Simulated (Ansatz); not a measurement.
```yaml
crystal:
  periodic: [false, false, false]
  atoms:
    - {symbol: In, position_ang: [0.093431, 0.014669, -0.087736]}
    - {symbol: Cl, position_ang: [2.276818, 0.049094, 0.065745]}
    - {symbol: Cl, position_ang: [-1.253249, 2.148085, -0.038011]}
    - {symbol: Br, position_ang: [-1.151540, -2.098152, -0.050492]}
basis:
  gaussian: {orbitals: def2-TZVPP, final_grid: {core_spheres: 8, valence_spheres: 7, degree: 23}, nuclear_model: gaussian}
hamiltonian: {xc: {name: wB97X-V}}
output: {forces: true}
```

```sh
$ ansatz run in.yaml --threads 4 --pin off --events-out ev --progress --plain --max-ram 3916MiB
```

Shortened log:

```
Functional definition: wB97X-V
1485 factors; their error is unknown
215 factors; integrals over basis functions are off by at most 5.2e-5 eV
mean field evaluation 1: about -100257.1178 eV, gradient 2.5e1 eV
mean field evaluation 2: about -100257.7955 eV, gradient 2.3e1 eV
mean field evaluation 4: about -100258.8629 eV, gradient 5.2e-1 eV
mean field evaluation 8: about -100259.2139 eV, gradient 4.7e-2 eV
mean field evaluation 16: about -100259.2139 eV, gradient 4.4e-5 eV
mean field -100259.21389202 eV, -3684.4581523958 hartree, gradient 4.4e-5 eV, S^2 0.000000; 0 other end points of the search recorded, 0 dependent functions left out
reference -100259.21388950 eV, -3684.4581523030 hartree; 45, 45 occupied and 137, 137 virtual orbitals, 1485 factors
Total energy: -100259.21388950 eV, -3684.4581523030 hartree
Atom 0 at     0.093431     0.014669    -0.087736 Å, force    -3.127428     1.342833     0.089176 eV/Å
Atom 1 at     2.276818     0.049094     0.065745 Å, force     1.740584     0.119632     0.062347 eV/Å
Atom 2 at    -1.253249     2.148085    -0.038011 Å, force     1.211064    -1.871113    -0.089902 eV/Å
Atom 3 at    -1.151540    -2.098152    -0.050492 Å, force     0.175780     0.408648    -0.061621 eV/Å
Dipole moment:     0.233341    -0.246317    -0.067052 e Å
```

Hardware: 4 threads of Intel Xeon on a shared host. Wall time 34 s, peak host memory 0.71 GiB.

In the def2 sets In takes a core potential; there is no spin–orbit coupling.
